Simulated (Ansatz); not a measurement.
Consider the redistribution: `OB(Br)O[SiH3]` + `N[Si](O)([SiH3])O[SiH3]` → `NB(Br)O[SiH3]` + `O[Si](O)([SiH3])O[SiH3]`.

Isolated molecules relaxed with PBE0-D4/def2-TZVP in Ansatz; ΔE leaves out vibrations. CCSD(T)/CBS adds triple-zeta CCSD(T) − MP2 to the extrapolated MP2 energy (def2 sets, frozen cores). DFT in def2-TZVPP. For Br outer-core shells are correlated without core-valence functions, which leaves a few kJ/mol of doubt a bond. Scalar relativity is left out up to krypton. Each species was taken in one conformer, which may not be the lowest.

`OB(Br)O[SiH3]`:

```xyz
9

O     1.006   -0.926   -2.002
B     0.740   -0.285   -0.848
Br    2.156    0.752    0.026
O    -0.479   -0.354   -0.299
Si   -1.172    0.278    1.069
H     1.908   -0.811   -2.306
H    -1.133    1.759    1.016
H    -2.572   -0.201    1.073
H    -0.455   -0.212    2.270
```

`N[Si](O)([SiH3])O[SiH3]`:

```xyz
15

N    -1.446   -0.943    1.492
Si   -0.062   -0.509    0.588
O     1.119   -1.620    0.834
Si    0.955    1.531    1.124
O    -0.603   -0.477   -0.956
Si   -0.217   -0.039   -2.484
H    -2.359   -0.664    1.172
H    -1.408   -1.016    2.495
H     0.844   -2.541    0.827
H     0.021    2.652    0.821
H     1.270    1.580    2.579
H     2.213    1.757    0.363
H     0.627    1.186   -2.474
H     0.522   -1.135   -3.160
H    -1.475    0.237   -3.221
```

`NB(Br)O[SiH3]`:

Z-matrix (Å, degrees):
```
Si
O 1 1.655
H 1 1.482 2 105.8
H 1 1.483 2 110.5 3 118.9
H 1 1.483 2 110.5 3 -119.0
B 2 1.352 1 133.2 3 180.0
Br 6 1.958 2 119.8 1 -0.1
N 6 1.391 2 122.0 1 179.9
H 8 1.003 6 123.1 2 180.0
H 8 1.006 6 121.5 2 -0.0
```

`O[Si](O)([SiH3])O[SiH3]`:

```xyz
14

O    -1.288    1.724   -1.098
Si   -0.678    0.633   -0.036
O    -1.860    0.281    1.034
Si    1.136    1.433    1.200
O    -0.218   -0.671   -0.910
Si    0.357   -2.204   -0.835
H    -0.922    1.720   -1.983
H    -2.763    0.260    0.708
H     2.253    1.772    0.276
H     1.618    0.397    2.152
H     0.762    2.654    1.962
H     1.458   -2.293    0.159
H    -0.728   -3.141   -0.451
H     0.872   -2.565   -2.179
```

```
             level  ΔE (kJ/mol)  difference from CCSD(T)/CBS
            PBE-D4        -27.6                          3.3
         r2SCAN-D4        -29.2                          1.7
           ωB97M-V        -30.4                          0.5
            r2SCAN        -29.5                          1.4
              PBE0        -30.1                          0.8
    MP2/def2-TZVPP        -31.3                         -0.4
CCSD(T)/def2-TZVPP        -30.3                          0.6
      HF/CBS(def2)        -34.6                         -3.7
     MP2/CBS(def2)        -31.9                         -1.0
    CCSD/CBS(def2)        -32.0                         -1.1
       CCSD(T)/CBS        -30.9                            0
```

Largest T1 diagnostic among the species: 0.013.

In def2-TZVPP, CCSD(T) changes the Hartree–Fock value by +4.5 kJ/mol (the triples alone add +1.0 kJ/mol) and MP2 by +3.5 kJ/mol.
